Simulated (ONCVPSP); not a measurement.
**u(r) = r·R(r): atom against pseudo-atom (silicon)**

Columns: radius, all-electron u(r) and pseudo u(r) of the 3p shell (level -4.21 eV) of silicon in the configuration [Ne] 3s1.75 3p2.25; PBEsol, scalar-relativistic, ONCV scheme, ONCVPSP 4.0.1.

```
r (bohr)  all-electron  pseudo
   0.105       -0.1092  0.0041
   0.210       -0.2242  0.0164
   0.315       -0.2618  0.0366
   0.420       -0.2343  0.0642
   0.525       -0.1668  0.0985
   0.630       -0.0789  0.1387
   0.735        0.0164  0.1836
   0.840        0.1108  0.2319
   0.945        0.1997  0.2822
   1.050        0.2805  0.3330
   1.155        0.3522  0.3829
   1.260        0.4146  0.4304
   1.365        0.4680  0.4743
   1.470        0.5126  0.5136
   1.575        0.5487  0.5475
   1.680        0.5770  0.5754
   1.785        0.5981  0.5970
   1.890        0.6128  0.6124
   1.995        0.6219  0.6219
   2.100        0.6261  0.6261
   2.205        0.6260  0.6260
   2.310        0.6222  0.6222
   2.415        0.6153  0.6153
   2.520        0.6058  0.6058
   2.625        0.5942  0.5942
   2.730        0.5808  0.5808
```

Problem. How many radial nodes do the two functions have?

Solution. The all-electron 3p function has n − l − 1 = 1; the pseudo-wave has 0, since the states of the same l below it are removed with the core.

Problem. At about which radius was the pseudo-wave matched?

Solution. 2.10 bohr. The columns agree to 0.0005 from 1.89 bohr on; several derivatives are matched, so the curves merge somewhat inside the radius.

Problem. Is the pseudo-wave norm-conserving?

Solution. Yes: the ONCV scheme keeps the norm inside the radius equal to the all-electron one, which fixes the energy derivative of the logarithmic derivative at the level.
